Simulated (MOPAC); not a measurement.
Input file for MOPAC: AM1 on SiC, 2S+1 = 3, a point of a bond scan (R = 2.056 Å).

```
AM1 1SCF PRECISE CHARGE=0 UHF MS=1 THREADS=1
CSi

Si    -0.00000000 1    -0.00000000 1    -0.51408316 1
C      0.00000000 1     0.00000000 1     1.54224946 1
```

Program output:

```
*******************************************************************************
 **                                                                           **
 **                              MOPAC v23.2.5                                **
 **                                                                           **
 *******************************************************************************
 ** MOPAC's Digital Object Identifier: https://doi.org/10.5281/zenodo.6511958 **
 **                                                                           **
 ** Please cite the open-source release paper for use of this MOPAC version:  **
 ** J. E. Moussa and J. J. P. Stewart (2026)                                  **
 ** MOPAC: An open-source semiempirical molecular orbital program             **
 ** J. Open Source Softw., 11(119), 8025, https://doi.org/10.21105/joss.08025 **
 *******************************************************************************

                              AM1 CALCULATION RESULTS

 *******************************************************************************
 *  AM1        - The AM1 Hamiltonian to be used
 *  UHF        - UNRESTRICTED HARTREE-FOCK CALCULATION
 *
 *
 *
 *                 CHARGE ON SYSTEM = 0
 *
 *
 *
 *  MS=        - IN MECI, MAGNETIC COMPONENT OF SPIN =  1.0
 *  PRECISE    - TIGHTER CRITERIA TO BE USED
 *  1SCF       - DO 1 SCF AND THEN STOP
 *  THREADS=1  - MULTI-THREADING NOT USED
 *  T=         - A TIME OF 172800.0 SECONDS REQUESTED
 *  DUMP=N     - RESTART FILE WRITTEN EVERY 7200.0 SECONDS REQUESTED
 *******************************************************************************
AM1 1SCF PRECISE CHARGE=0 UHF MS=1 THREADS=1
 CSi

   ATOM   CHEMICAL          X               Y               Z
  NUMBER   SYMBOL      (ANGSTROMS)     (ANGSTROMS)     (ANGSTROMS)

     1      Si         -0.00000000  *  -0.00000000  *  -0.51408316  *
     2       C          0.00000000  *   0.00000000  *   1.54224946  *



          CARTESIAN COORDINATES

    NO.       ATOM           X           Y           Z

     1        Si         -0.0000     -0.0000     -0.5141
     2         C          0.0000      0.0000      1.5422

  C: (AM1): M.J.S. DEWAR ET AL, J. AM. CHEM. SOC. 107 3902-3909 (1985)
 Si: (AM1): M.J.S.DEWAR, C. JIE, ORGANOMETALLICS, 6, 1486-1490 (1987).

           Empirical Formula: C Si  =     2 atoms



      MOLECULAR POINT GROUP   :   C*v


          UHF CALCULATION, NO. OF ALPHA ELECTRONS =    5
                           NO. OF BETA  ELECTRONS =    3

 -------------------------------------------------------------------------------
 AM1 1SCF PRECISE CHARGE=0 UHF MS=1 THREADS=1
 CSi



     1SCF WAS SPECIFIED, SO BFGS WAS NOT USED
     SCF FIELD WAS ACHIEVED


                              AM1 CALCULATION
                                                       MOPAC v23.2.5 Linux




          FINAL HEAT OF FORMATION =        205.35756 KCAL/MOL =     859.21601 KJ/MOL


          COSMO AREA              =         92.41 SQUARE ANGSTROMS
          COSMO VOLUME            =         79.58 CUBIC ANGSTROMS

          IONIZATION POTENTIAL    =          7.933910 EV
          ALPHA SOMO LUMO (EV)    =         -8.568 -1.113
          BETA  SOMO LUMO (EV)    =         -7.934 -1.809
          NO. OF ALPHA ELECTRONS  =          5
          NO. OF BETA  ELECTRONS  =          3
          MOLECULAR WEIGHT        =         40.0965         POINT GROUP:  C*v

          MOLECULAR DIMENSIONS (Angstroms)

            Atom       Atom       Distance
            C     2   Si     1     2.05633
            C     2   Si     1     0.00000
           Si     1    C     2     0.00000


          SCF CALCULATIONS        =          1





   ATOM   CHEMICAL          X               Y               Z
  NUMBER   SYMBOL      (ANGSTROMS)     (ANGSTROMS)     (ANGSTROMS)

     1      Si         -0.00000000  *  -0.00000000  *  -0.51408316  *
     2       C          0.00000000  *   0.00000000  *   1.54224946  *

                             CARTESIAN COORDINATES

   1   Si       -0.000000000    -0.000000000    -0.514083160
   2    C        0.000000000     0.000000000     1.542249460


           Empirical Formula: C Si  =     2 atoms



      MOLECULAR POINT GROUP   :   C*v


          ALPHA EIGENVALUES
 -23.34975 -11.32470  -9.89550  -9.86845  -8.56781  -1.11278  -0.39110   1.52833


           BETA EIGENVALUES
 -17.61777  -9.70692  -7.93391  -1.80859  -0.03854   2.57624   2.64886   2.90095


              NET ATOMIC CHARGES AND DIPOLE CONTRIBUTIONS

  ATOM NO.   TYPE          CHARGE      No. of ELECS.   s-Pop       p-Pop
    1         Si           0.479304        3.5207     1.80162     1.71907
    2          C          -0.479304        4.4793     1.71135     2.76795
 DIPOLE           X         Y         Z       TOTAL
 POINT-CHG.     0.000     0.000    -4.734     4.734
 HYBRID        -0.000    -0.000     2.984     2.984
 SUM           -0.000    -0.000    -1.750     1.750


          ATOMIC ORBITAL ELECTRON POPULATIONS

     Atom    s        px        py        pz
    1 Si   1.80162   1.01792   0.07005   0.63109
    2  C   1.71135   0.98208   0.92995   0.85593


                    (SZ)    =    1.000000
                    (S**2)  =    2.889526


          ATOMIC ORBITAL SPIN POPULATIONS

    Atom   Total    s     px     py     pz
         Atomic
    1 Si -0.7725 -0.103 -0.924  0.070  0.184
    2  C  2.7725  0.172  0.924  0.930  0.747

 **********************
 *                    *
 * JOB ENDED NORMALLY *
 *                    *
 **********************




 == MOPAC DONE ==
```

The run finished. Its determinant has ⟨S²⟩ = 2.89, a mixture of spin states.

Cost: around 0.020 core-seconds (rough).
